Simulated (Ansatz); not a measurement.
## Relative stability

Two relaxed structures of C$_{2}$H$_{4}$Zn, singlet (PBE0-D4/def2-TZVP; forces vanish, vibrations not checked).

A:

| atom | x (Å) | y (Å) | z (Å) |
| --- | --- | --- | --- |
| C1 | 0.9924 | -0.5901 | 0.3490 |
| C2 | 0.7707 | 0.4674 | 0.8743 |
| Zn3 | -1.3230 | 0.2009 | -0.8471 |
| H4 | -1.1802 | -1.1413 | -1.6163 |
| H5 | -1.7502 | 1.5770 | -0.2660 |
| H6 | 0.5887 | 1.4033 | 1.3498 |
| H7 | 1.2037 | -1.5296 | -0.1071 |

B:

C1  (-1.009, 0.491, -0.426)
C2  (0.080, 0.432, 0.341)
Zn3  (1.337, -1.032, 0.315)
H4  (-1.274, -0.292, -1.132)
H5  (-1.702, 1.331, -0.391)
H6  (0.239, 1.279, 1.010)
H7  (2.331, -2.208, 0.284)
(Å)

Computed with Ansatz 0.2.0 (basis: def2-TZVPP); correlated methods freeze the cores. The 3s and 3p shells of Cu and Zn are frozen; filled d shells are correlated. B3LYP uses VWN-RPA correlation.

**Question.** Which structure is lower at CCSD(T), and by how much? (Judge from chemistry; the value comes from the calculation.)

**Answer.** Computed: B, by 160.0 kJ/mol (electronic energy, against the other). By their contacts, A is a complex of C₂H₂ (C#C) + ZnH₂ and B is C₂H₄Zn ([CH2][CH][ZnH]).

All methods give the same order:

| method | E(B) − E(A) (kJ/mol) |
| --- | --- |
| PBE-D4 | -171.1 |
| r2SCAN-D4 | -167.0 |
| PBE0-D4 | -176.5 |
| B3LYP-D4 | -161.6 |
| wB97M-V | -158.5 |
| HF | -151.3 |
| MP2 | -160.3 |
| CCSD | -160.5 |
| CCSD(T) | -160.0 |

T1 diagnostic: at most 0.016.

Labels in which every atom is bracketed show which atoms are joined, not bond orders.

For scale, one of the runs: CCSD(T)/def2-TZVPP, 182 basis functions, launched by `ansatz run in.yaml --threads 2 --pin off --events-out ev --progress --plain --max-ram 4352MiB`. Hardware: 2 CPU threads of an AMD EPYC 9R45, shared host. Wall time 14 s; peak host memory 1.8 GiB.
